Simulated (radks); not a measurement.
Isoelectronic series with 29 electrons, each ion in its NIST ground configuration. Calculated with a radial shooting solver on a logarithmic mesh with Libxc functionals: scalar-relativistic Kohn-Sham, r2SCAN, spin-unpolarised, spherical densities, finite nucleus; meta-GGA in the generalised Kohn-Sham scheme; Fermi nuclear charge, rms radius of each element as measured or else 0.836 A^(1/3) + 0.57 fm. Total energies (hartree) and orbital eigenvalues (eV):

Cu: configuration [Ar] 3d10 4s1; E (hartree) -1655.09514; 4s -4.5230; 3d -5.1224; 3p -74.4369
Zn+: configuration [Ar] 3d10 4s1; E (hartree) -1795.93142; 4s -13.8730; 3d -20.0880; 3p -95.7554
Ga2+: configuration [Ar] 3d10 4s1; E (hartree) -1943.25587; 4s -25.8791; 3d -39.9140; 3p -122.2198
Ge3+: configuration [Ar] 3d10 4s1; E (hartree) -2097.04259; 4s -40.1841; 3d -63.8595; 3p -152.9646
As4+: configuration [Ar] 3d10 4s1; E (hartree) -2257.28563; 4s -56.6146; 3d -91.5565; 3p -187.5667
Se5+: configuration [Ar] 3d10 4s1; E (hartree) -2423.98868; 4s -75.0721; 3d -122.7946; 3p -225.7907
Br6+: configuration [Ar] 3d10 4s1; E (hartree) -2597.16268; 4s -95.4963; 3d -157.4433; 3p -267.4956
Kr7+: configuration [Ar] 3d10 4s1; E (hartree) -2776.82243; 4s -117.8479; 3d -195.4161; 3p -312.5913
Rb8+: configuration [Ar] 3d10 4s1; E (hartree) -2962.98632; 4s -142.1007; 3d -236.6528; 3p -361.0184
Sr9+: configuration [Ar] 3d10 4s1; E (hartree) -3155.67494; 4s -168.2370; 3d -281.1103; 3p -412.7361
Zr11+: configuration [Ar] 3d10 4s1; E (hartree) -3560.71993; 4s -226.1171; 3d -379.5671; 3p -525.9402
Nb12+: configuration [Ar] 3d10 4s1; E (hartree) -3773.12684; 4s -257.8488; 3d -433.5232; 3p -587.3939
Mo13+: configuration [Ar] 3d10 4s1; E (hartree) -3992.15968; 4s -291.4381; 3d -490.6099; 3p -652.0688
Tc14+: configuration [Ar] 3d10 4s1; E (hartree) -4217.85076; 4s -326.8851; 3d -550.8156; 3p -719.9595
Ru15+: configuration [Ar] 3d10 4s1; E (hartree) -4450.22709; 4s -364.1912; 3d -614.1308; 3p -791.0633
Rh16+: configuration [Ar] 3d10 4s1; E (hartree) -4689.32460; 4s -403.3593; 3d -680.5483; 3p -865.3798
